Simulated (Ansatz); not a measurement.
`CB(Br)CF` and `CB(S)CF` differ in one atom or group.

Ansatz, PBE0-D4/def2-TZVP geometries, multiplicity 1. Each molecule was computed in one conformer, which needn't be the lowest.

Scalar relativity is left out up to krypton.

```
                             property  `CB(Br)CF`
   LUMO energy (PBE0/def2-TZVPP) / eV       -1.24
   HOMO energy (PBE0/def2-TZVPP) / eV       -8.20
  LUMO energy (B3LYP/def2-TZVPP) / eV       -1.44
 HOMO–LUMO gap (PBE0/def2-TZVPP) / eV        6.96
HOMO–LUMO gap (B3LYP/def2-TZVPP) / eV        6.52
  HOMO energy (B3LYP/def2-TZVPP) / eV       -7.96
```

(1) Give the same properties after the change, and the shifts. (An estimate is asked.)

## Answers

(1) The calculation gave: 
```csv
property,`CB(S)CF`,shift
LUMO energy (PBE0/def2-TZVPP) / eV,-0.68,0.56
HOMO energy (PBE0/def2-TZVPP) / eV,-8.10,0.10
LUMO energy (B3LYP/def2-TZVPP) / eV,-0.88,0.56
HOMO–LUMO gap (PBE0/def2-TZVPP) / eV,7.41,0.45
HOMO–LUMO gap (B3LYP/def2-TZVPP) / eV,6.98,0.46
HOMO energy (B3LYP/def2-TZVPP) / eV,-7.85,0.11
```

With PBE0 the HOMO rises by 0.10 eV and the LUMO rises by 0.56 eV, so the gap widens by about 0.46 eV. PBE moves the HOMO by -0.02 eV and ωB97M-V by 0.15 eV.

B3LYP here is the variant with VWN-RPA as its local correlation; programs differ in this.

Spin–orbit coupling is left out; it splits and shifts lone-pair levels of the heavy atoms by tenths of an eV.
